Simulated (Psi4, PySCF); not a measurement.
H, charge -1, singlet (in this run its highest filled SCF level lies above zero, so its values depend strongly on the basis, on diffuse functions most of all). Base run: PBE0/cc-pVDZ, TDA (PySCF).

PySCF was given this input:
```python
from pyscf import gto, scf, dft, tdscf

mol = gto.M(
    atom='''
H     0.00000000    0.00000000    0.00000000
''',
    basis='cc-pvdz',
    charge=-1,
    verbose=3,
)

mf = dft.RKS(mol)
mf.xc = 'pbe0'
mf.kernel()
td = mf.TDA()
td.nstates = 5
td.kernel()
td.analyze()
```

Programs used: Psi4, PySCF; a row that names a program was run with it.

Variants of this job, named by their change:

```tsv
change	first excitation (eV)	oscillator strength of the first	second (eV)	outcome
base	20.68	0.000	42.24	converged
nstates = 2	20.68	0.000	42.24	converged
basis = aug-cc-pVDZ	5.67	0.000	10.25	converged
functional = m062x	19.71	0.000	40.57	converged
basis = def2-SVPD	7.63	0.525	7.63	converged
functional = bhandhlyp	20.87	0.000	42.40	converged
basis = def2-SVP	20.67	0.000	46.15	converged
nstates = 10	20.68	0.000	42.24	converged
code = psi4	-	-	-	stopped with an error
functional = hf	20.93	0.000	42.88	converged
states = triplets	15.03	-	36.98	converged
```

An iterative solver can miss low states, so a row lists the states that it found.

- code = psi4: ended with `IndexError: index 4 is out of bounds for axis 0 with size 4`
